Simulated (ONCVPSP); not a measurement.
**Building the ONCV potential for gallium (Ga) (PBE, scalar-relativistic).**

Input for ONCVPSP 4.0.1:

```
# ATOM AND REFERENCE CONFIGURATION
# atsym  z   nc   nv     iexc    psfile
  Ga 31.00    3    5        4      upf
#
#   n    l    f
    1    0    2.00
    2    0    2.00
    2    1    6.00
    3    0    2.00
    3    1    6.00
    3    2   10.00
    4    0    2.00
    4    1    1.00
#
# PSEUDOPOTENTIAL AND OPTIMIZATION
# lmax
    2
#
#   l,   rc,      ep,       ncon, nbas, qcut
    0    1.05    0.00    4    8    9.50
    1    1.10    0.00    4    9   10.40
    2    1.05    0.00    4    8   14.80
#
# LOCAL POTENTIAL
# lloc, lpopt,  rc(5),   dvloc0
    2    5    1.05    0.00
#
# VANDERBILT-KLEINMAN-BYLANDER PROJECTORs
# l, nproj, debl
    0    2    1.90
    1    2    1.40
    2    0    0.70
#
# MODEL CORE CHARGE
# icmod, fcfact, rcfact
    0    0.00    0.00
#
# LOG DERIVATIVE ANALYSIS
# epsh1, epsh2, depsh
   -7.00    5.00    0.04
#
# OUTPUT GRID
# rlmax, drl
    6.00    0.01
#
# TEST CONFIGURATIONS
# ncnf
    4
# nvcnf
#   n    l    f
    5
    3    0    2.00
    3    1    6.00
    3    2   10.00
    4    0    2.00
    4    1    0.00
#
    5
    3    0    2.00
    3    1    6.00
    3    2   10.00
    4    0    1.00
    4    1    0.00
#
    5
    3    0    2.00
    3    1    6.00
    3    2   10.00
    4    0    0.00
    4    1    0.00
#
    5
    3    0    2.00
    3    1    6.00
    3    2   10.00
    4    0    0.00
    4    1    3.00
#
```

Command:

```bash
oncvpsp.x < Ga.dat > Ga.out
```

The program printed (shortened: citation, most of the input echo, consistency checks and plot data are left out):

```
ONCVPSP  (Optimized Norm-Conservinng Vanderbilt PSeudopotential)
scalar-relativistic version 4.0.1

#   n    l    f        energy (Ha)
    1    0    2.00    -3.7594425E+02
    2    0    2.00    -4.6389588E+01
    2    1    6.00    -4.0381495E+01
    3    0    2.00    -5.4435284E+00
    3    1    6.00    -3.6330117E+00
    3    2   10.00    -7.0391502E-01
    4    0    2.00    -3.2885947E-01
    4    1    1.00    -9.4783800E-02

Reference configufation results
  iterations    31
  all-electron total energy (Ha)   -1.94393780D+03

Begin loop to  construct optimized pseudo wave functions
and semi-local pseudopoentials for all angular momenta

Calculating optimized projector #   1

 for l=   0

    Fraction of norm inside rc  0.933130
    Optimizing pswf for qcut=   9.48 a_B^-1,  ecut=  44.97 Ha
    Residual kinetic energy error=  1.86D-04 Ha

    Energy error per electron        Cutoff
         Ha          eV             Ha
         0.01000     0.27211       23.65
         0.00100     0.02721       37.53
         0.00010     0.00272       65.73
         0.00001     0.00027      162.01

Calculating optimized projector #   2

 for l=   0

    Fraction of norm inside rc  0.039624
    Optimizing pswf for qcut=   9.48 a_B^-1,  ecut=  44.97 Ha
    Residual kinetic energy error=  1.07D-04 Ha

    Energy error per electron        Cutoff
         Ha          eV             Ha
         0.01000     0.27211       11.92
         0.00100     0.02721       33.48
         0.00010     0.00272       45.65
         0.00001     0.00027      126.12

Calculating optimized projector #   1

 for l=   1

    Fraction of norm inside rc  0.922456
    Optimizing pswf for qcut=  10.41 a_B^-1,  ecut=  54.17 Ha
    Residual kinetic energy error=  9.11D-05 Ha

    Energy error per electron        Cutoff
         Ha          eV             Ha
         0.01000     0.27211       38.48
         0.00100     0.02721       46.48
         0.00010     0.00272       54.08
         0.00001     0.00027      198.33

Calculating optimized projector #   2

 for l=   1

    Fraction of norm inside rc  0.017398
    Optimizing pswf for qcut=  10.41 a_B^-1,  ecut=  54.17 Ha
    Residual kinetic energy error=  7.70D-06 Ha

    Energy error per electron        Cutoff
         Ha          eV             Ha
         0.01000     0.27211       25.44
         0.00100     0.02721       36.87
         0.00010     0.00272       45.94
         0.00001     0.00027       53.38

Calculating optimized projector #   1

 for l=   2

    Fraction of norm inside rc  0.769736
    Optimizing pswf for qcut=  14.78 a_B^-1,  ecut= 109.29 Ha
    Residual kinetic energy error=  8.99D-06 Ha

    Energy error per electron        Cutoff
         Ha          eV             Ha
         0.01000     0.27211       77.10
         0.00100     0.02721       89.84
         0.00010     0.00272       99.73
         0.00001     0.00027      109.95

Construct Vanderbilt / Kleinmman-Bylander projectors

B matrix Hermiticity error, ll=   0
   1   2    7.6787E-04

  Orthonormal projector coefficients -2.5025E+01  1.8678E+01

B matrix Hermiticity error, ll=   1
   1   2    3.1719E-04

  Orthonormal projector coefficients  1.1653E+01 -3.9718E+00

Pseudoatom total energy -255.836638

Diagnostic tests using Vanderbilt-Kleinman-Bylander pseudopotentials
  1 or more projectors used as specified by nproj input data

   l    rcore       rmatch      e in        delta e   norm test  slope test

   0   1.0511546   1.0830699  -5.4435284   0.0000139   1.0000490   1.0000361
   0   1.0511546   1.0830699  -0.3288595   0.0000138   1.0000811   1.0000682

   1   1.1026824   1.1361622  -3.6330117  -0.0000125   1.0003084   1.0003151
   1   1.1026824   1.1361622  -0.0947838   0.0000072   1.0000878   1.0000797

   2   1.0511546   1.0830699  -0.7039150  -0.0000091   0.9999966   1.0000195

 Testing for bound ghosts
   n   l    E NL Schr. Eq   E Basis Diag.   E Cutoff

       0                      -17.250909    238.86  WARNING - GHOST(-)
   1   0       -5.443514       -5.443508    238.86
   2   0       -0.328846       -0.099459    238.86

   2   1       -3.633024       -3.633007    326.08
   3   1       -0.094777        0.259714    326.08

 Testing for highly-localized positive-energy ghosts
       l    <radius>/rc     E Basis Diag.   E Cutoff

Test configuration 0

   n   l     f        eae           eps        diff
   1   0  2.0000 -375.94425129
   2   0  2.0000  -46.38958798
   2   1  6.0000  -40.38149478
   3   0  2.0000   -5.44352838   -5.44351450    1.39D-05
   3   1  6.0000   -3.63301169   -3.63302414   -1.25D-05
   3   2 10.0000   -0.70391502   -0.70392414   -9.12D-06
   4   0  2.0000   -0.32885947   -0.32884568    1.38D-05
   4   1  1.0000   -0.09478380   -0.09477657    7.23D-06

    Total energies and differences
      AE_ref= -1.94393780D+03  AE_tst= -1.94393780D+03  dif=  0.00D+00
      PS_ref= -2.55836638D+02  PS_tst= -2.55836638D+02  dif= -2.27D-13
      PSP excitation error=  2.27D-13

Test configuration 1

   n   l     f        eae           eps        diff
   1   0  2.0000 -376.25088414
   2   0  2.0000  -46.69347132
   2   1  6.0000  -40.68571976
   3   0  2.0000   -5.74784119   -5.74775285    8.83D-05
   3   1  6.0000   -3.93746457   -3.93738275    8.18D-05
   3   2 10.0000   -1.00775638   -1.00779356   -3.72D-05
   4   0  2.0000   -0.60019325   -0.60016781    2.54D-05

    Total energies and differences
      AE_ref= -1.94393780D+03  AE_tst= -1.94372876D+03  dif=  2.09D-01
      PS_ref= -2.55836638D+02  PS_tst= -2.55627587D+02  dif=  2.09D-01
      PSP excitation error= -1.37D-05

Test configuration 2

   n   l     f        eae           eps        diff
   1   0  2.0000 -376.70002363
   2   0  2.0000  -47.13262576
   2   1  6.0000  -41.12570041
   3   0  2.0000   -6.19075951   -6.19077792   -1.84D-05
   3   1  6.0000   -4.38038008   -4.38050042   -1.20D-04
   3   2 10.0000   -1.44638641   -1.44691615   -5.30D-04
   4   0  1.0000   -0.95804225   -0.95795322    8.90D-05

    Total energies and differences
      AE_ref= -1.94393780D+03  AE_tst= -1.94295231D+03  dif=  9.85D-01
      PS_ref= -2.55836638D+02  PS_tst= -2.54851103D+02  dif=  9.86D-01
      PSP excitation error= -4.40D-05

Test configuration 3

psatom: WARNING lschvkbb convergence error n,l,iter=   3   1   4
ea(ii),et,emin,emax -1.031101E-01 -1.134212E-01 -1.134212E-01 -1.134212E-01
run_config: WARNING for fully non-local PS atom, stg. 1
 WARNING no output for configuration 4

Test configuration 4

   n   l     f        eae           eps        diff
   1   0  2.0000 -376.08068860
   2   0  2.0000  -46.51936368
   2   1  6.0000  -40.51148954
   3   0  2.0000   -5.57917813   -5.57925803   -7.99D-05
   3   1  6.0000   -3.76853753   -3.76895218   -4.15D-04
   3   2 10.0000   -0.83539303   -0.83596259   -5.70D-04
   4   1  3.0000   -0.14769095   -0.14767892    1.20D-05

    Total energies and differences
      AE_ref= -1.94393780D+03  AE_tst= -1.94344641D+03  dif=  4.91D-01
      PS_ref= -2.55836638D+02  PS_tst= -2.55345267D+02  dif=  4.91D-01
      PSP excitation error=  1.87D-05
```

Note: ghosts flagged at negative energy: s at -469.4 eV; no localised positive-energy state flagged. A true bound ghost makes a file unfit for plane-wave use.

The run took about 3.6 s on one core of a shared server CPU.
